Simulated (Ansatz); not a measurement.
Ansatz results at the PBE0-D4/def2-TZVP geometry: HOMO–LUMO gap (ωB97M-V/def2-TZVPP) 11.27 eV; HOMO–LUMO gap (B3LYP/def2-TZVPP) 6.87 eV; HOMO–LUMO gap (PBE/def2-TZVPP) 5.21 eV.

Each molecule was computed in one conformer, which needn't be the lowest.

Which molecule gave them?
A. `N=C([SiH3])S[SiH3]`
B. `NC1N[SiH2]1`
C. `C[CH](C)[Sn][F]`
D. `[CH3][SnH2]/[CH]=C\F`

D. The others give `NC1N[SiH2]1`: 10.64, 6.23, 4.53; `C[CH](C)[Sn][F]`: 7.43, 3.21, 1.90; `N=C([SiH3])S[SiH3]`: 10.68, 5.96, 4.20.

B3LYP here is the variant with VWN-RPA as its local correlation; programs differ in this.
